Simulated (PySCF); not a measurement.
Structure problem from calculated spectra and properties.

Formula: C12H9F.

* Triplet: lowest triplet excitation (Tamm–Dancoff): 3.59 eV [TDA B3LYP/def2-SVPD]
* Rotational structure: rotational constants A, B, C: 1.899, 0.532, 0.436 GHz [PBE0-D3(BJ)/def2-SVP]
* 13C NMR: chemical shifts (computed TMS as zero) by class: 165.8 (1 C), 142.4 (1 C), 139.9 (1 C), 138.1 (2 C), 137.2 (1 C), 135.6 (1 C), 135.4 (2 C), 134.8 (1 C), 130.5 (1 C), 122.8 (1 C) ppm [GIAO HF/pcSseg-1]
* UV, first state: lowest singlet excitation: 4.79 eV (259 nm, f = 0.256) [TDDFT B3LYP/def2-SVPD]
* Polarisability: 142.3 au [B3LYP/def2-SVPD]
* NMR, other nuclei: isotropic shieldings of nuclei other than C and H, by class: 347 (1 F) ppm [GIAO HF/pcSseg-1]
* Dipole: 1.21 D [B3LYP/def2-SVPD]
* Couplings: largest of the computed one-bond spin–spin couplings (means over like bonds): 19F–13C -314.0, 13C–1H +169.4, 13C–1H +169.1, 13C–1H +168.9, 13C–1H +167.5, 13C–1H +167.3 (×2), 13C–1H +167.3, 13C–1H +166.8 (×2) Hz [B3LYP/pcJ-1, spin–dipole term left out for some pairs]

Gas-phase values; electronic properties from PySCF, density fitting. Levels stand in brackets. NMR shifts are as computed; neighbouring signals can stand in another order in a measured spectrum. The structure is a single PBE0-D3(BJ)/def2-SVP conformer in the gas phase; no vibrational or solvent corrections. NMR classes are plain means over equivalent atoms (diastereotopic ones count apart unless rotation or inversion swaps them), as if these changed places fast.

Problem. Give a SMILES that accounts for the data.

Solution. Numbering: `[F:1][c:2]1[cH:3][cH:4][cH:5][cH:6][c:7]1-[c:8]1[cH:9][cH:10][cH:11][cH:12][cH:13]1`. Its formula, C12H9F, gives 8 degrees of unsaturation: 2 rings and 6 π bonds in the structure found (Kekulé form). 12 carbons fall into 10 classes; from least to most shielded: aromatic C–F carbon [C2] (165.8 ppm), substituted aromatic carbon [C8] (142.4 ppm), aromatic CH carbon [C6] (139.9 ppm), aromatic CH carbon [C9/C13] (138.1 ppm, 2 C, up to 2.7 ppm apart in this geometry), aromatic CH carbon [C4] (137.2 ppm), aromatic CH carbon [C11] (135.6 ppm), aromatic CH carbon [C10/C12] (135.4 ppm, 2 C), substituted aromatic carbon [C7] (134.8 ppm), aromatic CH carbon [C5] (130.5 ppm), aromatic CH carbon [C3] (122.8 ppm). The other shieldings belong to: 347 ppm, aryl fluorine [F1]. The couplings run between: -314.0 Hz, aryl fluorine [F1] and aromatic C–F carbon [C2]; +169.4 Hz, aromatic CH carbon [C4] and its hydrogen; +169.1 Hz, aromatic CH carbon [C3] and its hydrogen; +168.9 Hz, aromatic CH carbon [C5] and its hydrogen; +167.5 Hz, aromatic CH carbon [C11] and its hydrogen; +167.3 Hz, aromatic CH carbon [C9] and its hydrogen (with 1 like pair); +167.3 Hz, aromatic CH carbon [C6] and its hydrogen; +166.8 Hz, aromatic CH carbon [C10] and its hydrogen (with 1 like pair). The optimised geometry has point group C1 and is an asymmetric top. Structure: `Fc1ccccc1-c1ccccc1`. Computed isomers that give other values at the same levels: `Fc1cccc(-c2ccccc2)c1` (rotational constant A: 2.055 GHz; this holds for the one conformer computed); `Fc1ccc(-c2ccccc2)cc1` (rotational constant A: 2.859 GHz; this holds for the one conformer computed). The assignments are read from this structure; whether some other isomer fits the data as well wasn't checked.

Conformer computed: `[F:1][c:2]1[cH:3][cH:4][cH:5][cH:6][c:7]1-[c:8]1[cH:9][cH:10][cH:11][cH:12][cH:13]1`: C6–C7–C8–C9 -40°.

One-bond C–F couplings are unscaled; at this level they come out some 30 % too large in size.
